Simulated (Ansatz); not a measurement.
The inner images of a band of CH5Cl2InO (10 atoms, charge 0, multiplicity 1) are given out of order.

Method: Ansatz, RKS CAM-B3LYP/def2-SVP.

Image 0:

```xyz
10
Properties=species:S:1:pos:R:3
In -0.545 -0.398 -0.534
C 0.642 -1.259 1.022
Cl -0.500 -1.101 -2.779
Cl -2.580 0.769 -0.046
H 0.874 2.193 -0.182
O 0.213 1.800 -0.768
H 1.688 -1.336 0.696
H 0.578 -0.647 1.932
H 0.265 -2.266 1.243
H -0.636 2.246 -0.584
```

Image 8:

```xyz
10
Properties=species:S:1:pos:R:3
In -0.906 0.267 -1.177
C 0.863 -0.690 1.078
Cl -0.116 -1.332 -2.661
Cl -2.899 -0.128 -0.032
H 1.041 0.357 0.788
O 0.013 2.012 -1.065
H 1.082 -1.366 0.239
H 1.544 -0.933 1.905
H -0.170 -0.832 1.426
H -0.453 2.645 -0.502
```

**Question.** Put them in order from the first end to the last, with their energies above the first end.
A.
```xyz
10
Properties=species:S:1:pos:R:3
In -0.957 0.263 -1.195
C 0.867 -0.677 1.056
Cl -0.251 -1.291 -2.764
Cl -2.989 -0.056 -0.100
H 0.863 0.325 0.600
O 0.096 1.925 -0.964
H 1.287 -1.410 0.355
H 1.507 -0.615 1.945
H -0.140 -0.986 1.373
H -0.282 2.523 -0.306
```
B.
```xyz
10
Properties=species:S:1:pos:R:3
In -0.821 -0.119 -0.913
C 0.679 -0.654 0.862
Cl -0.295 -1.208 -2.902
Cl -3.042 0.031 -0.204
H 0.611 0.642 0.361
O 0.340 1.590 -0.449
H 1.290 -1.411 0.348
H 1.347 -0.171 1.597
H -0.097 -1.146 1.469
H -0.012 2.447 -0.169
```
C.
```xyz
10
Properties=species:S:1:pos:R:3
In -0.759 -0.329 -0.785
C 0.594 -0.865 0.845
Cl -0.315 -1.111 -2.951
Cl -3.016 0.103 -0.270
H 0.712 1.137 0.309
O 0.366 1.653 -0.451
H 1.320 -1.569 0.423
H 1.181 -0.120 1.419
H -0.046 -1.366 1.578
H -0.036 2.467 -0.117
```
D.
```xyz
10
Properties=species:S:1:pos:R:3
In -0.687 -0.422 -0.695
C 0.604 -1.063 0.895
Cl -0.336 -1.005 -2.947
Cl -2.912 0.257 -0.267
H 0.861 1.586 0.262
O 0.276 1.708 -0.500
H 1.378 -1.733 0.503
H 1.099 -0.204 1.375
H 0.017 -1.581 1.663
H -0.300 2.457 -0.288
```
E.
```xyz
10
Properties=species:S:1:pos:R:3
In -0.897 0.126 -1.070
C 0.790 -0.635 0.973
Cl -0.287 -1.250 -2.838
Cl -3.037 -0.015 -0.162
H 0.662 0.352 0.474
O 0.255 1.728 -0.707
H 1.298 -1.374 0.339
H 1.465 -0.327 1.776
H -0.112 -1.068 1.432
H -0.135 2.462 -0.218
```
F.
```xyz
10
Properties=species:S:1:pos:R:3
In -0.509 -0.402 -0.568
C 0.657 -1.270 1.000
Cl -0.374 -1.027 -2.831
Cl -2.601 0.673 -0.103
H 0.802 2.229 -0.090
O 0.169 1.829 -0.703
H 1.573 -1.713 0.589
H 0.918 -0.504 1.743
H 0.066 -2.053 1.493
H -0.700 2.237 -0.530
```
G.
```xyz
10
Properties=species:S:1:pos:R:3
In -0.572 -0.431 -0.639
C 0.645 -1.197 0.945
Cl -0.328 -0.984 -2.913
Cl -2.717 0.511 -0.203
H 0.816 1.987 0.129
O 0.194 1.778 -0.582
H 1.417 -1.868 0.547
H 1.131 -0.355 1.457
H 0.025 -1.738 1.671
H -0.611 2.295 -0.412
```

**Answer.** F (+0.2 kJ/mol), G (+3.0 kJ/mol), D (+15.0 kJ/mol), C (+49.7 kJ/mol), B (+156.1 kJ/mol), E (+70.5 kJ/mol), A (+41.4 kJ/mol).

Time of the run: 6.2 min on 4 threads of Arm Neoverse N1 (shared host), peak memory 0.38 GiB.
